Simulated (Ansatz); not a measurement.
Start from `[GaH2][CH2][GeH3]` and change one atom or group to get `[CH3][GeH3]`.

Ansatz, PBE0-D4/def2-TZVP geometries, multiplicity 1. 

Scalar relativity is left out up to krypton.

```json
{"property": "size of the dipole moment (ωB97M-V/def2-TZVPP) / D", "`[GaH2][CH2][GeH3]`": "0.86"}
{"property": "HOMO energy (B3LYP/def2-TZVPP) / eV", "`[GaH2][CH2][GeH3]`": "-7.72"}
{"property": "size of the dipole moment (B3LYP/def2-TZVPP) / D", "`[GaH2][CH2][GeH3]`": "0.89"}
{"property": "HOMO–LUMO gap (ωB97M-V/def2-TZVPP) / eV", "`[GaH2][CH2][GeH3]`": "10.20"}
{"property": "HOMO–LUMO gap (B3LYP/def2-TZVPP) / eV", "`[GaH2][CH2][GeH3]`": "5.90"}
{"property": "HOMO energy (PBE/def2-TZVPP) / eV", "`[GaH2][CH2][GeH3]`": "-6.77"}
```

Question: What does the change do to each property? (Best estimate.)

Answer: The calculation gave: 
```json
{"property": "size of the dipole moment (ωB97M-V/def2-TZVPP) / D", "`[CH3][GeH3]`": "0.69", "shift": "-0.17"}
{"property": "HOMO energy (B3LYP/def2-TZVPP) / eV", "`[CH3][GeH3]`": "-8.70", "shift": "-0.98"}
{"property": "size of the dipole moment (B3LYP/def2-TZVPP) / D", "`[CH3][GeH3]`": "0.72", "shift": "-0.17"}
{"property": "HOMO–LUMO gap (ωB97M-V/def2-TZVPP) / eV", "`[CH3][GeH3]`": "13.54", "shift": "3.34"}
{"property": "HOMO–LUMO gap (B3LYP/def2-TZVPP) / eV", "`[CH3][GeH3]`": "9.28", "shift": "3.38"}
{"property": "HOMO energy (PBE/def2-TZVPP) / eV", "`[CH3][GeH3]`": "-7.68", "shift": "-0.91"}
```

With PBE0 the HOMO falls by 1.00 eV and the LUMO rises by 2.42 eV, so the gap widens by about 3.42 eV. PBE moves the HOMO by -0.91 eV and ωB97M-V by -1.07 eV. The zero-point energy changes by -8.6 kJ/mol with -6 modes. Dipoles are sizes alone; their direction can turn.

B3LYP here is the variant with VWN-RPA as its local correlation; programs differ in this.
